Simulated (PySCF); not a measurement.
**MS2- across the 5d metals**

Level: PBE0, basis family def2-SVPD, scalar-relativistic core potentials from Rb on and no relativity for lighter atoms.

Each entry is the lowest minimum that a search over a few typed start shapes (and spin states, where more than one is plausible) found, or that minimum re-optimised at the stated level; isomers with ligand–ligand bonds, or fragments after loss of a ligand pair, can lie lower. Open shells are unrestricted; no spin–orbit coupling; PySCF with density fitting.

| molecule | 2S+1 | point group | mean bond to the central atom (Å) | lowest ω (cm⁻¹) | dipole (D) | highest ω (cm⁻¹) | gap (eV) |
| --- | --- | --- | --- | --- | --- | --- | --- |
| WS₂⁻ | 4 | C2v | 2.206 | 85 | 2.33 | 473 | – |
| ReS₂⁻ | 3 | C2v | 2.146 | 81 | 1.53 | 502 | – |
| OsS₂⁻ | ? | ? | ? | ? | ? | ? | ? |
| IrS₂⁻ | 1 | C2v | 2.099 | 63 | 0.38 | 511 | 2.96 |
| AuS₂⁻ | 3 | D∞h | 2.215 | 100 | 0.00 | 417 | – |

Task: Fill in the row of OsS₂⁻.

Result: 2S+1: 2; point group: C2v; mean bond to the central atom (Å): 2.122; lowest ω (cm⁻¹): 69; dipole (D): 0.85; highest ω (cm⁻¹): 505.

The bond length does not run in one direction; the largest change, 0.116 Å, falls between IrS₂⁻ and AuS₂⁻ among the members listed.

The shape changes along the series: C2v for WS₂⁻ and ReS₂⁻ and OsS₂⁻ and IrS₂⁻; D∞h for AuS₂⁻.

Spin–orbit coupling can matter for WS₂⁻, ReS₂⁻, OsS₂⁻, IrS₂⁻, AuS₂⁻.

Left out of the table are members whose search was unfinished or whose lowest solution was spin-contaminated, unstable, very soft or bonded differently.

Open d and f shells are single-determinant solutions and may miss the true ground state.
